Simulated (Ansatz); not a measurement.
Species: [Nb(=O)(F)3] (charge 0, multiplicity 1).

### Question
Give a relaxed geometry from PBE-D3(BJ)/def2-SVP (Ansatz, an electronic-structure program).

### Answer
the end point of this relaxation.
Cartesian coordinates (Å) in one orientation:
```xyz
5

Nb     0.003     0.025    -0.016
O     -0.168    -1.412     0.884
F      1.274    -0.299    -1.351
F      0.575     1.359     1.165
F     -1.672     0.428    -0.747
```
